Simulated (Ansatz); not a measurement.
Reaction (substitution at a C–O bond): `CNBOCF` + `C=N` → `C=NCF` + `CNBO`

Gas-phase electronic energies from Ansatz, PBE0-D4/def2-TZVP geometries. CBS: MP2 limit from def2 TZ/QZ plus the TZ coupled-cluster correction, frozen cores. This one scheme is used for every species. Functionals use def2-TZVPP. B3LYP here is the variant with VWN-RPA as its local correlation; programs differ in this. One conformer a species, not always the lowest.

Task: Is it downhill or uphill in electronic energy at CCSD(T)/CBS, and by how much? (Estimate.)

Result: Ansatz gave: Downhill: ΔE = -29.0 kJ/mol.

Task: What do these levels give: r2SCAN-D4, B3LYP-D4, PBE, PBE0, B3LYP, MP2/def2-TZVPP, CCSD/def2-TZVPP, CCSD(T)/def2-TZVPP, SCS-MP2/def2-QZVPP, HF/CBS(def2), MP2/CBS(def2), CCSD/CBS(def2)? (Best estimate.)

Result: The calculation gave: r2SCAN-D4 -32.8, B3LYP-D4 -29.6, PBE -36.0, PBE0 -34.9, B3LYP -32.1, MP2/def2-TZVPP -31.4, CCSD/def2-TZVPP -26.6, CCSD(T)/def2-TZVPP -26.4, SCS-MP2/def2-QZVPP -30.1, HF/CBS(def2) -25.1, MP2/CBS(def2) -34.0, CCSD/CBS(def2) -29.2 kJ/mol.

Largest T1 diagnostic among the species: 0.012.
